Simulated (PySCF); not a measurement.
## Telling isomers of C₈H₉OP apart by NMR

Rapidly exchanging positions averaged, no solvent model, one computed conformer, non-relativistic. Geometry: PBE0-D3(BJ)/def2-SVP; PBE0/pcSseg-1 with gauge-including orbitals; PySCF.

Shifts are taken against calculated references (same method and geometry level): TMS for 1H (31.27 ppm) and 13C (184.41 ppm). Splittings of carbon signals by F and P are missing where no couplings were computed. Where no couplings were computed, multiplicities follow the n + 1 count of equivalent neighbours, and m marks all less simple cases (inequivalent or close neighbours, rings, F or P nearby). Shifts are as computed. Against solution values, carbons near 30 ppm lie about +2 ppm off and those near 130 ppm about +5 ppm (rms about the fit 1.9 ppm; single classes can miss by 10 ppm). Of 1328 compounds with measured shifts, 309 miss one by over three times the rms of a fit or turn the order of signals round; such compounds aren't used in these exercises. Signals without a measured value on file couldn't be tested in this way; 1H shifts scatter by 0.2 ppm about their fit, and single ones miss by 0.5 ppm.

(1) Tabulate the signals of `CC#CP(C)c1ccoc1`, `CC(=O)c1cpcc(C)c1`, `Cc1cc(C)pc(C=O)c1`, `O=[P@@H]1C[C@@H]1c1ccccc1` and their relative energies.

(2) What is the quickest way to tell CC#CP(C)c1ccoc1 from CC(=O)c1cpcc(C)c1?

(3) What is the quickest way to tell Cc1cc(C)pc(C=O)c1 from O=[P@@H]1C[C@@H]1c1ccccc1?

(4) What is the quickest way to tell CC(=O)c1cpcc(C)c1 from O=[P@@H]1C[C@@H]1c1ccccc1?

Answers

(1) 
```json
{"SMILES": "CC#CP(C)c1ccoc1", "carbon types": "3×C 3×CH 2×CH3", "δC": "147.3, 143.3, 129.0, 119.1, 108.7, 83.6, 14.0, 6.1", "δH": "7.41 (m, 1H), 7.02 (m, 1H), 6.69 (m, 1H), 2.03 (s, 3H), 1.49 (m, 3H)", "E rel. (kcal/mol)": "52.1"}
{"SMILES": "CC(=O)c1cpcc(C)c1", "carbon types": "3×C 3×CH 2×CH3", "δC": "199.2, 168.8, 160.6, 149.8, 143.0, 136.8, 27.5, 26.9", "δH": "9.17 (m, 1H), 8.87 (m, 1H), 8.48 (m, 1H), 2.66 (s, 3H), 2.62 (s, 3H)", "E rel. (kcal/mol)": "0.0"}
{"SMILES": "Cc1cc(C)pc(C=O)c1", "carbon types": "3×C 3×CH 2×CH3", "δC": "195.5, 182.7, 172.3, 146.0, 144.9, 144.6, 27.6, 25.1", "δH": "9.92 (m, 1H), 7.78 (m, 1H), 7.73 (m, 1H), 2.86 (m, 3H), 2.61 (s, 3H)", "E rel. (kcal/mol)": "4.7"}
{"SMILES": "O=[P@@H]1C[C@@H]1c1ccccc1", "carbon types": "1×C 6×CH 1×CH2", "δC": "144.1, 134.2, 133.7, 132.3, 26.4, 19.7", "δH": "7.66 (m, 2H), 7.47 (m, 2H), 7.40 (m, 1H), 7.17 (m, 1H), 1.81 (m, 1H), 1.51 (m, 1H), 1.48 (m, 1H)", "E rel. (kcal/mol)": "15.8"}
```

Energies are electronic energies at PBE0/pcSseg-1 on these geometries, without zero-point or thermal terms, each for the one conformer computed, which needn't be the lowest.

(2) Both give the same number of carbon signals, with the same numbers of each carbon type, so the positions decide. The first has an alkyne carbon (C) at 83.6 ppm, the second a ketone carbonyl carbon (C) at 199.2 ppm. Their most deshielded carbons lie at 147.3 and 199.2 ppm. In the proton spectra the most deshielded non-exchanging signals are 7.41 (m, 1H) and 9.17 (m, 1H).

(3) Count the carbon signals: 8 against 6. The first has an aldehyde carbonyl carbon (CH) at 195.5 ppm, the second a three-membered-ring carbon (CH) at 26.4 ppm. Their most deshielded carbons lie at 195.5 and 144.1 ppm. In the proton spectra the most deshielded non-exchanging signals are 9.92 (m, 1H) and 7.66 (m, 2H).

(4) Count the carbon signals: 8 against 6. The first has a methyl carbon α to a carbonyl (CH3) at 27.5 ppm, the second a three-membered-ring carbon (CH) at 26.4 ppm. Their most deshielded carbons lie at 199.2 and 144.1 ppm. In the proton spectra the most deshielded non-exchanging signals are 9.17 (m, 1H) and 7.66 (m, 2H).
